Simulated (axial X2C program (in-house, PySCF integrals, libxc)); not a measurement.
The numbers below are computed, except where a source is named.
**BSe⁻: input and output**

Program: an axial X2C code built on PySCF integrals.

Input:
```json
{"zs": [34, 5], "q": -1, "bas": ["dyall-acv3z", "dyall-av3z"], "levels": ["PBE0", "HF", "r2SCAN0"], "cc": true, "r0": 1.85, "thr": -2.0, "nmax": 90, "npts": 10, "nst": 2, "ntry": 6}
```
```bash
python so2c.py task.json out
```

Keys: zs atomic numbers; q charge; bas basis sets; levels methods; cc coupled cluster on or off; r0 starting distance in Å; thr threshold in hartree for freezing inner shells (an s shell follows its p shell); nmax most natural virtual spinors; npts points on the curve; nst determinants followed; ntry starts of the search. HF also brings MP2.

Output of the PBE0 step, spin-free, at R = 1.829 Å for the state M_S = 0, Λ = 0. It starts from the PBE0 orbitals of the search at 1.850 Å.

```
spin-free X2C-1e  PBE0
basis functions 176  fitting functions 968  grid points 5076
iter        total energy     max residual
   1      -2451.707535909     9.87e+00
   2      -2453.295673718     7.26e+00
   3      -2454.141783430     1.34e+00
   4      -2454.346236529     8.00e-01
   5      -2454.494871024     1.75e-01
   6      -2454.496116241     1.63e-01
   7      -2454.504198961     1.03e-01
   8      -2454.505408839     1.13e-01
   9      -2454.506626847     5.90e-02
  10      -2454.506763671     1.76e-02
  11      -2454.506895528     5.00e-03
  12      -2454.506922825     3.44e-03
  13      -2454.506931080     2.50e-03
  14      -2454.506933026     9.83e-04
  15      -2454.506933428     1.16e-03
  16      -2454.506933534     9.87e-05
  17      -2454.506933557     1.01e-04
  18      -2454.506933565     1.17e-04
  19      -2454.506933567     1.62e-05
converged
one-electron -3520.19347437  Coulomb 1109.00019682  exact exchange -22.70617364  xc functional -69.79289838  nuclear repulsion 49.18541600
```
Energies are in hartree; totals compare only within one Hamiltonian and basis.
